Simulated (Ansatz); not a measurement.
Total energies of TiH₄ from Ansatz at PBE0-D4/def2-TZVP, gas phase (1 Eh = 27.2114 eV = 2625.5 kJ/mol). The reference geometry is relaxed at B3LYP-D4/def2-TZVP.

Cartesian coordinates in Å:
```
Ti 0.0000 0.0000 0.0000
H 1.3594 -0.9706 -0.2854
H -0.6298 -0.3471 1.5344
H -1.1765 -0.3153 -1.1781
H 0.4469 1.6330 -0.0709
```

```tsv
state	geometry	energy (Eh)
charge 0 singlet	reference	-851.52425
charge 1 doublet	reference	-851.11664
charge 1 doublet	relaxed at B3LYP-D4/def2-TZVP	-851.25244
free Ti atom (triplet)	–	-849.14317
free H atom (doublet)	–	-0.50104
```

(1) Work out the vertical ionisation energy to the doublet.

(2) How much does the charge 1 doublet relax, and what is the adiabatic ionisation energy?

(3) What is the binding energy per atom against free atoms?

(1) E(charge 1 doublet) − E(charge 0 singlet) = -851.11664 − (-851.52425) = 0.40761 Eh = 11.09 eV. For comparison, −ε of the highest occupied level is 8.82 eV at this level, 2.27 eV less.

(2) Relaxation: -851.11664 − (-851.25244) = 0.13580 Eh = 3.70 eV. Adiabatic ionisation energy: 0.27181 Eh = 7.40 eV, without zero-point energy. In the charge 1 doublet, H3 and H4 lie 0.77 Å apart (atoms count from 1), so H2 has formed as a molecule.

(3) Atoms: 1 × (-849.14317) + 4 × (-0.50104) = -851.14733 Eh. Binding: -851.14733 − (-851.52425) = 0.37692 Eh = 10.26 eV, or 2.05 eV for each of 5 atoms (no zero-point energy, no counterpoise term).
